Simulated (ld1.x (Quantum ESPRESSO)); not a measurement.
An all-electron radial function and its pseudo partner (I)

Columns: radius, all-electron u(r) and pseudo u(r) of the 4d shell (level -50.21 eV) of iodine in the configuration [Kr] 4d10 5s2 5p5; Wu–Cohen, scalar-relativistic, RRKJ scheme, ld1.x (Quantum ESPRESSO) 7.5.

```json
{"r (bohr)": "0.080", "all-electron": "0.2716", "pseudo": "-0.0062"}
{"r (bohr)": "0.160", "all-electron": "0.6037", "pseudo": "-0.0474"}
{"r (bohr)": "0.240", "all-electron": "0.5271", "pseudo": "-0.1470"}
{"r (bohr)": "0.320", "all-electron": "0.1758", "pseudo": "-0.3093"}
{"r (bohr)": "0.400", "all-electron": "-0.2448", "pseudo": "-0.5178"}
{"r (bohr)": "0.480", "all-electron": "-0.6133", "pseudo": "-0.7397"}
{"r (bohr)": "0.560", "all-electron": "-0.8832", "pseudo": "-0.9371"}
{"r (bohr)": "0.640", "all-electron": "-1.0503", "pseudo": "-1.0789"}
{"r (bohr)": "0.720", "all-electron": "-1.1295", "pseudo": "-1.1503"}
{"r (bohr)": "0.800", "all-electron": "-1.1424", "pseudo": "-1.1559"}
{"r (bohr)": "0.880", "all-electron": "-1.1094", "pseudo": "-1.1144"}
{"r (bohr)": "0.960", "all-electron": "-1.0473", "pseudo": "-1.0477"}
{"r (bohr)": "1.040", "all-electron": "-0.9687", "pseudo": "-0.9687"}
{"r (bohr)": "1.120", "all-electron": "-0.8825", "pseudo": "-0.8825"}
{"r (bohr)": "1.200", "all-electron": "-0.7948", "pseudo": "-0.7948"}
{"r (bohr)": "1.280", "all-electron": "-0.7094", "pseudo": "-0.7094"}
{"r (bohr)": "1.360", "all-electron": "-0.6288", "pseudo": "-0.6288"}
{"r (bohr)": "1.440", "all-electron": "-0.5543", "pseudo": "-0.5543"}
{"r (bohr)": "1.520", "all-electron": "-0.4865", "pseudo": "-0.4865"}
{"r (bohr)": "1.600", "all-electron": "-0.4255", "pseudo": "-0.4255"}
{"r (bohr)": "1.680", "all-electron": "-0.3710", "pseudo": "-0.3710"}
{"r (bohr)": "1.760", "all-electron": "-0.3227", "pseudo": "-0.3227"}
{"r (bohr)": "1.840", "all-electron": "-0.2802", "pseudo": "-0.2802"}
{"r (bohr)": "1.920", "all-electron": "-0.2428", "pseudo": "-0.2428"}
{"r (bohr)": "2.000", "all-electron": "-0.2100", "pseudo": "-0.2100"}
{"r (bohr)": "2.080", "all-electron": "-0.1815", "pseudo": "-0.1815"}
```

(1) How many radial nodes do the two functions have?

(2) At about which radius was the pseudo-wave matched?

(3) Is the pseudo-wave norm-conserving?

Results:

(1) The all-electron 4d function has n − l − 1 = 1; the pseudo-wave has 0, since the states of the same l below it are removed with the core.

(2) 1.00 bohr, where the columns begin to agree (steps of 0.08 bohr).

(3) Yes: the RRKJ scheme keeps the norm inside the radius equal to the all-electron one, which fixes the energy derivative of the logarithmic derivative at the level.
